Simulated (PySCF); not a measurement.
# Spinor energies of Sb²⁺ (antimony, charge +2)

Start: [Kr] 4d10 5s2 5p1; 5p1/2 filled at m_j = +1/2. Calculated with PySCF 2.14 in x2c-QZVPPall-2c (13s13p9d4f1g, 134 functions): generalised Hartree-Fock with the X2C-1e Hamiltonian and a Gaussian nucleus; one run each with spin-orbit coupling (SO) switched off, then screened by Boettger's factors.

```tsv
spinor shell	electrons	ε, spin-free (eV)	ε, screened SO (eV)	weight of nominal j (screened SO)	rms radius, screened SO (bohr)
1s1/2	2	-30663.2	-30660.4	1.000	0.0325
2s1/2	2	-4777.2	-4776.2	1.000	0.133
2p1/2	2	-4283.4	-4458.3	1.000	0.115
2p3/2	4	-4283.4	-4203.8	1.000	0.120
3s1/2	2	-992.42	-992.02	1.000	0.351
3p1/2	2	-827.45	-860.61	1.000	0.345
3p3/2	4	-827.45	-812.06	1.000	0.356
3d3/2	4	-576.59	-582.27	1.000	0.329
3d5/2	6	-576.59	-572.31	1.000	0.333
4s1/2	2	-194.92	-194.69	1.000	0.843
4p1/2	2	-141.89	-148.06	1.000	0.892
4p3/2	4	-141.89	-138.82	1.000	0.922
4d3/2	4	-62.544	-63.236	1.000	1.10
4d5/2	6	-62.544	-61.771	1.000	1.11
5s1/2	2	-32.907	-32.817	0.997	2.27
5p1/2	1	-24.482	-25.034	0.995	2.63
```

```tsv
quantity	spin-free	screened SO
E (hartree)	-6476.34408	-6478.03869
M_J	1/2	1/2
⟨J²⟩	1.142	0.776
⟨L²⟩	2.035	2.051
⟨S²⟩	0.762	0.779
```

Each row is a mean over spinors that exchange with the open shell spreads, by up to 0.546 eV (4p1/2).

Breit and QED terms are absent; they matter most for the inner s and p1/2 levels.

Densities and radii are taken from the X2C orbitals without a picture-change correction, which distorts them close to the nucleus.

Without spin-orbit coupling the j labels of p, d and f shells carry no meaning; the spin-free column gives the mean over the occupied spinors of each nl shell, and its ⟨J²⟩ belongs to a mixture of degenerate components.
